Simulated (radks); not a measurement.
Values are calculated unless marked as measured or tabulated.
Q: The ytterbium ion Yb49+, 21 electrons, occupied as [Ar] 3d3. Code: a radial shooting solver on a logarithmic mesh with Libxc functionals. Model: scalar-relativistic Kohn-Sham, PBE, spin-unpolarised, spherical densities, point nucleus. Some entries of the table are withheld. Estimate them.

orbital  occ.  eigenvalue (Ry)  r(max) (bohr)
1s          2              (1)        0.01237
2s          2              (2)        0.07036
2p          6        -896.9124        0.05736
3s          2              (3)         0.1927
3p          6              (4)            (5)
3d          3        -314.0401            (6)

A: 
(1) 1s eigenvalue (Ry): -4730.529
(2) 2s eigenvalue (Ry): -986.2943
(3) 3s eigenvalue (Ry): -369.0434
(4) 3p eigenvalue (Ry): -342.1069
(5) 3p r(max) (bohr): 0.1883
(6) 3d r(max) (bohr): 0.1507
